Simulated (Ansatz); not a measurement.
Basis sets compared for the cluster Cs2Cl2⁻. Charge -1, multiplicity 2. Geometry PBE-D4/def2-TZVPD. Ansatz on 4 threads of Arm Neoverse V2 on a shared host; times are rough, and most runs start from earlier orbitals.

```xyz
4

Cs    1.955    0.074   -1.209
Cs   -1.955   -0.073    1.209
Cl   -1.054   -0.959   -1.761
Cl    1.054    0.959    1.762
```

In the def2 sets Cs takes a core potential; there is no spin–orbit coupling. At PBE-D4/def2-SVPD, PBE-D4/def2-TZVPD, PBE0-D4/def2-SVPD, PBE0-D4/def2-TZVPD the highest occupied level of the charge -1 doublet lies above zero (up to 0.63 eV). By energy differences its removal costs 0.30 eV (vertical, to the charge 0 singlet, at PBE-D4/def2-TZVPD); a positive level beside a positive removal energy at the same level points to self-interaction error. At PBE-D4/def2-SVPD, PBE-D4/def2-TZVPD the gap within one spin of the charge -1 doublet nearly closes, so an electron or hole may be smeared out by delocalisation error. The structure comes from a short search, and lower isomers may exist.

```json
{"level": "PBE-D4/def2-SVPD", "functions": "108", "energy (Eh)": "-960.3043", "HOMO (eV)": "0.63", "LUMO (eV)": "0.67", "wall time": "4.8 s"}
{"level": "PBE0-D4/def2-SVPD", "functions": "108", "energy (Eh)": "-960.3673", "HOMO (eV)": "0.45", "LUMO (eV)": "0.80", "wall time": "7.5 s"}
```

Task: Estimate the rows for PBE-D4/def2-TZVPD, PBE0-D4/def2-TZVPD.

Result: 
```tsv
level	functions	energy (Eh)	HOMO (eV)	LUMO (eV)	wall time
PBE-D4/def2-TZVPD	156	-960.6071	0.63	0.70	5.5 s
PBE0-D4/def2-TZVPD	156	-960.6660	0.46	0.85	6 s
```
